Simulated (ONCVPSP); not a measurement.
Al: one change to an ONCV potential, before and after

- Element: Al (Z = 13)
- Generator: ONCVPSP 4.0.1
- Type: optimised norm-conserving Vanderbilt (ONCV)
- Functional: PW91
- Relativity: scalar-relativistic
- Frozen core: [Ne]
- Valence charge: 3
- Reference configuration: 3s1.75 3p1.25
- Partial waves: 3s: rc 1.70 bohr, ncon 4, nbas 8, qcut 4 1/bohr, 1 projector; 3p: rc 2.60 bohr, ncon 3, nbas 7, qcut 3.3 1/bohr, 2 projectors, debl 2 Ha; d scattering state at 0.27 Ha: rc 2.65 bohr, ncon 3, nbas 7, qcut 3.2 1/bohr, 2 projectors, debl 0.4 Ha
- Local potential: polynomial inside 1.10 bohr (lpopt 4, dvloc0 1 Ha)
- Core correction: Teter function, fcfact 4, rcfact 1.3

Change: local potential polynomial inside 1.10 bohr (lpopt 4, dvloc0 -2 Ha).

Cutoffs: the cutoffs (Ha) at which the residual kinetic energy of the hardest occupied pseudo-wave falls to 1 and 0.1 mHa per electron; they do not see the model core or the augmentation charge, which bear on the density cutoff. Errors are all-electron minus pseudo energies relative to the spin-unpolarised reference configuration.

Problem. How do hardness, ghosts and transferability respond?

Solution. The potential gets neither clearly harder nor softer (5.7 Ha and 7.6 Ha → 5.7 Ha and 7.6 Ha); the lowest positive-energy flag moves from s at 35.4 eV to s at 8.1 eV; of the 4 tests that both files solve, the error grows in 3 and shrinks in 0 by more than 15 % and 0.3 meV (median size 1.9 → 4.0 meV); neither file shows a bound ghost.

```csv
quantity,base,changed
"cutoff, loose",5.7 Ha,5.7 Ha
"cutoff, tight",7.6 Ha,7.6 Ha
bound ghosts,none,none
GHOST(+) flags under 300 eV,s at 35.4 eV,"s at 8.1 eV, d at 27.5 eV"
"error for 3s2 3p1, meV [ΔE -1.27 eV]",+0.2,+0.2
"error for 3s2 3p0, meV [ΔE 4.53 eV]",+0.7,+1.9
"error for 3s1 3p0, meV [ΔE 23.81 eV]",+17,+38
"error for 3s1 3p1, meV [ΔE 10.35 eV]",+3.2,+6.1
s: phases at 1.73 bohr within 0.05 rad from the reference energy up to (Ha; the scan ends near 5),0.6,0.1
p: phases at 2.65 bohr within 0.05 rad from the reference energy up to (Ha; the scan ends near 5),4.1,3.9
d: phases at 2.69 bohr within 0.05 rad from the reference energy up to (Ha; the scan ends near 5),1.5,1.0
"rms error of d²Exc/dni dnj with the model core, mHa",0.32,0.32
```
